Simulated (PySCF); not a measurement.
C₄H₂BrCl. Atoms are numbered in the order given.

```xyz
8

C      0.5820     3.2765     0.0000
C      0.9367     2.1150     0.0000
C      1.3923     0.7740     0.0000
C      0.5956    -0.3158     0.0000
Cl     1.2557    -1.9141     0.0000
Br    -1.2891    -0.2130     0.0000
H      0.2572     4.2998     0.0000
H      2.4730     0.5975     0.0000
```

Geometry optimised at B3LYP-D3(BJ)/def2-SVP. The structure was generated by enumeration; whether it is a known compound was not checked.

Computed with PBE/def2-TZVP (PySCF).

Symmetry labels are those of the subgroup Cs that the program uses (full group Cs).

Computed valence orbital energies around the gap with their symmetry:
```tsv
orbital	symmetry	energy (eV)
HOMO−7	A'	-10.31
HOMO−6	A"	-10.14
HOMO−5	A'	-8.30
HOMO−4	A"	-8.24
HOMO−3	A"	-7.68
HOMO−2	A'	-7.43
HOMO−1	A'	-7.02
HOMO	A"	-6.03
LUMO	A"	-2.43
LUMO+1	A'	-1.78
LUMO+2	A'	-0.74
LUMO+3	A'	0.14
```
